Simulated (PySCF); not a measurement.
C₂H₄BClO₂ (SMILES CC(=O)OBCl), singlet, at a GFN2-xTB geometry; PBE/6-31G, polarisability by finite fields (PySCF).

The PySCF input:
```python
from pyscf import gto, scf, dft

mol = gto.M(
    atom='''
B     1.21473670   -0.02019325    0.73757767
Cl    0.11798235    0.44904454    1.96381279
H     2.35787267   -0.13120691    0.96457739
O     0.83427077   -0.19963522   -0.53487358
C    -0.41042839   -0.32932320   -1.08964944
C    -0.49796870    0.39054885   -2.40170389
O    -1.26666194   -0.98565561   -0.58250026
H    -1.45963502    0.19489023   -2.86593299
H     0.30982656    0.05931489   -3.05021607
H    -0.37793578    1.45918350   -2.23402337
''',
    basis='6-31g',
    verbose=4,
)

mf = dft.RKS(mol)
mf.xc = 'pbe'
mf.conv_tol = 1e-6
mf.kernel()
h0, z, done = mf.get_hcore(), mol.intor('int1e_r')[2], []
def energy(F):
    f = mf.copy()
    f.scf_summary = {}
    f.get_hcore = lambda *a: h0 + F * z
    e = f.kernel(mf.make_rdm1())
    done.append(f.converged)
    return e
F = 2e-4
alpha = -(energy(F) + energy(-F) - 2 * mf.e_tot) / F**2
print('alpha_zz =', alpha)
```

What the program printed (banner, timings and long lists left out):

```
PySCF version 2.14.0

[INPUT] verbose = 4
[INPUT] num. atoms = 10
[INPUT] num. electrons = 54
[INPUT] charge = 0
[INPUT] spin (= nelec alpha-beta = 2S) = 0
[INPUT] symmetry False subgroup None
[INPUT] Mole.unit = angstrom
[INPUT] Symbol           X                Y                Z      unit          X                Y                Z       unit  Magmom
[...]
nuclear repulsion = 268.71942416223
number of shells = 40
number of NR pGTOs = 172
number of NR cGTOs = 66
basis = 6-31g
ecp = {}

******** <class 'pyscf.dft.rks.RKS'> ********
method = RKS
initial guess = minao
damping factor = 0
level_shift factor = 0
DIIS = <class 'pyscf.scf.diis.CDIIS'>
diis_start_cycle = 1
diis_space = 8
diis_damp = 0
SCF conv_tol = 1e-06
SCF conv_tol_grad = None
SCF max_cycles = 50
direct_scf = True
direct_scf_tol = 1e-13
XC library pyscf.dft.libxc version 7.1.2
    S. Lehtola, C. Steigemann, M. J. T. Oliveira, and M. A. L. Marques,  SoftwareX 7, 1–5 (2018)
XC functionals = pbe
    J. P. Perdew, K. Burke, and M. Ernzerhof,  Phys. Rev. Lett. 77, 3865 (1996)
    J. P. Perdew, K. Burke, and M. Ernzerhof,  Phys. Rev. Lett. 78, 1396 (1997)
    J. P. Perdew, K. Burke, and M. Ernzerhof,  Phys. Rev. Lett. 77, 3865 (1996)
    J. P. Perdew, K. Burke, and M. Ernzerhof,  Phys. Rev. Lett. 78, 1396 (1997)
radial grids:
    Treutler-Ahlrichs [JCP 102, 346 (1995); DOI:10.1063/1.469408] (M4) radial grids

becke partition: Becke, JCP 88, 2547 (1988); DOI:10.1063/1.454033
pruning grids: <function nwchem_prune>
grids dens level: 3
symmetrized grids: False
atomic radii adjust function: <function treutler_atomic_radii_adjust>
small_rho_cutoff = 0
Set gradient conv threshold to 0.001
Initial guess from minao.
tot grids = 128560
init E= -714.381870136158
[...]
cycle= 1 E= -713.376458386078  delta_E= 1.01  |g|= 1.02  |ddm|=  3.3
[...]
cycle= 2 E= -712.233383610436  delta_E= 1.14  |g|= 2.46  |ddm|= 3.65
[...]
cycle= 3 E= -713.540281147492  delta_E= -1.31  |g|= 0.503  |ddm|= 3.13
[...]
cycle= 4 E= -713.588857318831  delta_E= -0.0486  |g|= 0.189  |ddm|= 0.585
[...]
cycle= 5 E= -713.594221307641  delta_E= -0.00536  |g|= 0.0834  |ddm|= 0.216
[...]
cycle= 6 E= -713.595851967653  delta_E= -0.00163  |g|= 0.0134  |ddm|= 0.0916
[...]
cycle= 7 E= -713.59590453282  delta_E= -5.26e-05  |g|= 0.00297  |ddm|= 0.0207
[...]
cycle= 8 E= -713.59590687924  delta_E= -2.35e-06  |g|= 0.000788  |ddm|= 0.00458
[...]
cycle= 9 E= -713.595907045586  delta_E= -1.66e-07  |g|= 0.000231  |ddm|= 0.00121
[...]
[...]
converged SCF energy = -713.595907022533
[...]
pruning grids: <function nwchem_prune>
grids dens level: 3
symmetrized grids: False
atomic radii adjust function: <function treutler_atomic_radii_adjust>
small_rho_cutoff = 0
Overwritten attributes  get_hcore  of <class 'pyscf.dft.rks.RKS'>
Set gradient conv threshold to 0.001
init E= -713.595723186576
[...]
cycle= 1 E= -713.595723423679  delta_E= -2.37e-07  |g|= 0.00188  |ddm|= 0.00801
[...]
cycle= 2 E= -713.595716959923  delta_E= 6.46e-06  |g|= 0.00597  |ddm|= 0.00749
[...]
cycle= 3 E= -713.595724257637  delta_E= -7.3e-06  |g|= 0.000326  |ddm|= 0.00513
[...]
cycle= 4 E= -713.595724293315  delta_E= -3.57e-08  |g|= 8.96e-05  |ddm|= 0.000614
[...]
Extra cycle  E= -713.595724288096  delta_E= 5.22e-09  |g|= 0.000183  |ddm|= 0.000326
converged SCF energy = -713.595724288096

******** <class 'pyscf.dft.rks.RKS'> ********
method = RKS
initial guess = minao
damping factor = 0
level_shift factor = 0
DIIS = <class 'pyscf.scf.diis.CDIIS'>
diis_start_cycle = 1
diis_space = 8
diis_damp = 0
SCF conv_tol = 1e-06
SCF conv_tol_grad = None
SCF max_cycles = 50
direct_scf = True
direct_scf_tol = 1e-13
XC library pyscf.dft.libxc version 7.1.2
    S. Lehtola, C. Steigemann, M. J. T. Oliveira, and M. A. L. Marques,  SoftwareX 7, 1–5 (2018)
XC functionals = pbe
    J. P. Perdew, K. Burke, and M. Ernzerhof,  Phys. Rev. Lett. 77, 3865 (1996)
    J. P. Perdew, K. Burke, and M. Ernzerhof,  Phys. Rev. Lett. 78, 1396 (1997)
    J. P. Perdew, K. Burke, and M. Ernzerhof,  Phys. Rev. Lett. 77, 3865 (1996)
    J. P. Perdew, K. Burke, and M. Ernzerhof,  Phys. Rev. Lett. 78, 1396 (1997)
radial grids:
    Treutler-Ahlrichs [JCP 102, 346 (1995); DOI:10.1063/1.469408] (M4) radial grids

becke partition: Becke, JCP 88, 2547 (1988); DOI:10.1063/1.454033
pruning grids: <function nwchem_prune>
grids dens level: 3
symmetrized grids: False
atomic radii adjust function: <function treutler_atomic_radii_adjust>
small_rho_cutoff = 0
Set gradient conv threshold to 0.001
init E= -713.596090858492
[...]
cycle= 1 E= -713.5960913604  delta_E= -5.02e-07  |g|= 0.00145  |ddm|= 0.00847
[...]
cycle= 2 E= -713.596089409216  delta_E= 1.95e-06  |g|= 0.00328  |ddm|= 0.00624
[...]
cycle= 3 E= -713.596091947308  delta_E= -2.54e-06  |g|= 0.000742  |ddm|= 0.00364
[...]
cycle= 4 E= -713.596092060877  delta_E= -1.14e-07  |g|= 0.000203  |ddm|= 0.000832
[...]
Extra cycle  E= -713.596091995343  delta_E= 6.55e-08  |g|= 0.000609  |ddm|= 0.000764
converged SCF energy = -713.596091995343
alpha_zz = 55.95931042989832
```
